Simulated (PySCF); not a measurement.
Isomers of C5H18Si4, mass 190.049 u with the commonest isotopes. Level of theory: PySCF, PBE0-D3(BJ)/def2-SVP geometry optimisation, gas phase. One conformer each, none proved a minimum here; rigid rotors.

**Question.** Order these by dipole moment, smallest first.
A. `[SiH3:1][SiH2:2][SiH2:3][SiH2:4][CH:5]1[CH2:6][CH2:7][CH2:8][CH2:9]1` with Si1–Si2–Si3–Si4 -52°, Si2–Si3–Si4–C5 -45°, Si3–Si4–C5–C6 -177°, Si4–C5–C6–C7 167°, C5–C6–C7–C8 -29°, C6–C7–C8–C9 5°, C7–C8–C9–C5 20°
B. `[CH3:1][C@H:2]1[CH2:3][C@H:4]([Si@@H:5]([SiH3:6])[SiH2:7][SiH3:8])[CH2:9]1` with C3–C4–Si5–Si6 -54°, C4–Si5–Si7–Si8 50°, C1–C2–C3–C4 140°, C2–C3–C4–Si5 101°, C3–C4–C9–C2 17°, C1–C2–C9–C4 -140°
C. `[CH3:1][Si:2]([SiH3:3])([SiH3:4])[SiH2:5][CH:6]1[CH2:7][CH2:8][CH2:9]1` with C1–Si2–Si5–C6 -63°, Si2–Si5–C6–C7 50°, Si5–C6–C7–C8 -102°, C6–C7–C8–C9 -15°, C7–C8–C9–C6 15°, Si5–C6–C9–C8 102°

**Answer.** A (1.04 D), B (1.25 D), C (1.82 D).

**Question.** Order these by rotational constant A, smallest first.
A. `[SiH3:1][SiH2:2][SiH2:3][SiH2:4][CH:5]1[CH2:6][CH2:7][CH2:8][CH2:9]1` with Si1–Si2–Si3–Si4 -52°, Si2–Si3–Si4–C5 -45°, Si3–Si4–C5–C6 -177°, Si4–C5–C6–C7 167°, C5–C6–C7–C8 -29°, C6–C7–C8–C9 5°, C7–C8–C9–C5 20°
B. `[CH3:1][Si:2]([SiH3:3])([SiH3:4])[SiH2:5][CH:6]1[CH2:7][CH2:8][CH2:9]1` with C1–Si2–Si5–C6 -63°, Si2–Si5–C6–C7 50°, Si5–C6–C7–C8 -102°, C6–C7–C8–C9 -15°, C7–C8–C9–C6 15°, Si5–C6–C9–C8 102°
C. `[SiH3:1][SiH2:2][Si@@H:3]([SiH3:4])[CH:5]1[CH2:6][CH2:7][CH2:8][CH2:9]1` with Si1–Si2–Si3–Si4 -172°, Si2–Si3–C5–C6 -176°, Si3–C5–C6–C7 163°, C5–C6–C7–C8 -42°, C6–C7–C8–C9 31°, C7–C8–C9–C5 -8°
D. `[CH3:1][C@H:2]1[CH2:3][C@H:4]([Si@@H:5]([SiH3:6])[SiH2:7][SiH3:8])[CH2:9]1` with C3–C4–Si5–Si6 -54°, C4–Si5–Si7–Si8 50°, C1–C2–C3–C4 140°, C2–C3–C4–Si5 101°, C3–C4–C9–C2 17°, C1–C2–C9–C4 -140°

**Answer.** C (877.7 MHz), D (1030 MHz), A (1083 MHz), B (1139 MHz).

**Question.** Order these by rotational constant B, smallest first.
A. `[SiH3:1][SiH2:2][SiH2:3][SiH2:4][CH:5]1[CH2:6][CH2:7][CH2:8][CH2:9]1` with Si1–Si2–Si3–Si4 -52°, Si2–Si3–Si4–C5 -45°, Si3–Si4–C5–C6 -177°, Si4–C5–C6–C7 167°, C5–C6–C7–C8 -29°, C6–C7–C8–C9 5°, C7–C8–C9–C5 20°
B. `[CH3:1][C@H:2]1[CH2:3][C@H:4]([Si@@H:5]([SiH3:6])[SiH2:7][SiH3:8])[CH2:9]1` with C3–C4–Si5–Si6 -54°, C4–Si5–Si7–Si8 50°, C1–C2–C3–C4 140°, C2–C3–C4–Si5 101°, C3–C4–C9–C2 17°, C1–C2–C9–C4 -140°
C. `[CH3:1][Si:2]([SiH3:3])([SiH3:4])[SiH2:5][CH:6]1[CH2:7][CH2:8][CH2:9]1` with C1–Si2–Si5–C6 -63°, Si2–Si5–C6–C7 50°, Si5–C6–C7–C8 -102°, C6–C7–C8–C9 -15°, C7–C8–C9–C6 15°, Si5–C6–C9–C8 102°
D. `[SiH3:1][SiH2:2][Si@@H:3]([SiH3:4])[CH:5]1[CH2:6][CH2:7][CH2:8][CH2:9]1` with Si1–Si2–Si3–Si4 -172°, Si2–Si3–C5–C6 -176°, Si3–C5–C6–C7 163°, C5–C6–C7–C8 -42°, C6–C7–C8–C9 31°, C7–C8–C9–C5 -8°

**Answer.** A (446.7 MHz), B (484.2 MHz), C (533.9 MHz), D (558.6 MHz).

| SMILES | point group | Ia (u·Å²) | Ib (u·Å²) | Ic (u·Å²) | κ | μa (D) | μb (D) | μc (D) |
| --- | --- | --- | --- | --- | --- | --- | --- | --- |
| C[C@H]1C[C@H]([Si@@H]([SiH3])[SiH2][SiH3])C1 | C1 | 490.57 | 1043.81 | 1358.21 | -0.66 | 0.90 | 0.86 | 0.08 |
| C[Si]([SiH3])([SiH3])[SiH2]C1CCC1 | C1 | 443.66 | 946.57 | 1067.41 | -0.82 | 1.49 | 0.04 | 1.03 |
| [SiH3][SiH2][SiH2][SiH2]C1CCCC1 | C1 | 466.51 | 1131.26 | 1238.48 | -0.89 | 0.91 | 0.42 | 0.27 |
| [SiH3][SiH2][Si@@H]([SiH3])C1CCCC1 | C1 | 575.82 | 904.64 | 1286.10 | -0.32 | 0.82 | 0.83 | 0.09 |
